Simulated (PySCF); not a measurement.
Isomers of C5H6FNSi2, one GFN2-xTB conformer each. Single-point energies are computed at PBE0/pcSseg-1 (PySCF, gas phase, no added dispersion term), electronic only.

Task: Rank them by PBE0/pcSseg-1 energy, lowest first (kJ/mol).
A. `N#CC1=C(F)[SiH2]C=C[SiH2]1`
B. `[H]/[N:8]=[CH:7]/[C:6]1=[CH:5][Si@@:3]([C:2]#[CH:1])([F:4])[SiH2:9]1` with C5–C6–C7–N8 -179°

Result: B (0.0), A (8.1).

As drawn, the lower has a four-membered ring, a C≡C bond and a C=N bond, which the higher lacks; the higher has a C≡N group, which the lower lacks. Neighbours under 10 kJ/mol apart ([H]/N=C/C1=C[Si@](F)(C#C)[SiH2]1 and N#CC1=C(F)[SiH2]C=C[SiH2]1) can change places with a better method, another conformer or zero-point energy. GFN2-xTB itself gives, in the same order: 42.4, 0.0. GFN2-xTB puts N#CC1=C(F)[SiH2]C=C[SiH2]1 lowest instead.

Task: Which frontier levels, dipoles and rotational constants go with these structures?

Result: 
```json
{"SMILES": "[H]/N=C/C1=C[Si@](F)(C#C)[SiH2]1", "HOMO (eV, PBE0/pcSseg-1)": "-7.81", "LUMO (eV)": "-1.97", "dipole (D)": "2.47", "A, B, C (MHz)": "2301, 648.6, 623.9"}
{"SMILES": "N#CC1=C(F)[SiH2]C=C[SiH2]1", "HOMO (eV, PBE0/pcSseg-1)": "-8.12", "LUMO (eV)": "-1.91", "dipole (D)": "5.79", "A, B, C (MHz)": "1628, 1059, 651.2"}
```
